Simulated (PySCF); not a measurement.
# Which is lower?

Two relaxed structures of Al2H3ClO, singlet (PBE0-D4/def2-TZVP; forces vanish, vibrations not checked).

A:

```
atom    x (Å)    y (Å)    z (Å)
 Al1  -1.4263   0.3379   1.1285
  O2  -0.8290  -0.3775  -0.2806
 Al3  -0.1401  -1.0609  -1.6696
 Cl4   3.1214   0.2864  -0.8878
  H5  -1.4176  -0.5009   2.4713
  H6  -1.9800   1.8193   1.0550
  H7   3.1937  -0.3854  -1.9757
```

B:

```tsv
atom	x (Å)	y (Å)	z (Å)
Al1	-1.0090	0.5140	1.2947
O2	0.1295	0.0748	0.1321
Al3	1.1350	-0.4381	-1.0978
Cl4	0.3195	-1.5910	-2.6442
H5	-1.2305	-0.4553	2.5235
H6	-1.7806	1.8799	1.1023
H7	2.6608	-0.0825	-1.1259
```

Program: PySCF 2.14 with density fitting (its default auxiliary sets; JK sets also for MP2 and CCSD(T)). Basis: def2-TZVPP. Cores are frozen in the correlated methods. B3LYP uses VWN-RPA correlation.

Q: Which structure is lower at CCSD(T), and by how much? (An estimate is asked for; the value comes from the calculation.)

A: Computed: B, by 212.5 kJ/mol (electronic energy, against the other). By their contacts, A is a complex of Al₂H₂O ([Al][O][AlH2]) + HCl and B is Al₂H₃ClO ([AlH2][O][AlH][Cl]).

All methods give the same order:

```tsv
method	E(B) − E(A) (kJ/mol)
PBE-D4	-200.1
r2SCAN-D4	-235.0
PBE0-D4	-214.4
B3LYP-D4	-207.0
wB97M-V	-210.2
HF	-230.6
MP2	-226.7
CCSD	-213.6
CCSD(T)	-212.5
```

No T1 diagnostic of these runs exceeds 0.013.

Labels in which every atom is bracketed show which atoms are joined, not bond orders.

For scale, one of the runs: CCSD(T)/def2-TZVPP, 199 basis functions, launched by `OMP_NUM_THREADS=2 python run.py`. The run took 7.9 min on 2 CPU threads of an AMD EPYC 7R43 (shared host), with 2.1 GiB of host memory at its peak.
